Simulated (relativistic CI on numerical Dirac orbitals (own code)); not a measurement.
**Spin-allowed bands of a d3 ion in an octahedral site, by hand**

Problem. A d3 ion in an octahedral site has a 4A2 ground term and spin-allowed bands at ν1 = 10080 and ν2 = 14647 cm⁻¹ (from a computed ligand-field model). Find Δ and the Racah parameter B, and predict the third band.

Working.
1. The F term splits into A2 (−1.2Δ), T2 (−0.2Δ) and T1 (+0.6Δ), so ν1 = E(T2) − E(A2) = Δ = 10080 cm⁻¹.
2. T1(F) mixes with T1(P), which lies at 15B, through an element 0.4Δ. The two roots, counted from A2, are ν2,3 = ½(15B + 3Δ) ∓ ½√[(15B − Δ)² + 12BΔ].
3. Solving the lower root for B gives B = (2ν1² + ν2² − 3ν1ν2)/(15ν2 − 27ν1) = -25177871/-52455 = 480 cm⁻¹.
4. The sum of the roots is 15B + 3Δ, so ν3 = 15B + 3ν1 − ν2 = 22793 cm⁻¹ (439 nm).

Check. The bands were computed by exact diagonalisation of the d3 shell with B = 480 and Δ = 10080 cm⁻¹, which gives ν3 = 22793 cm⁻¹. C does not enter the terms of highest spin.
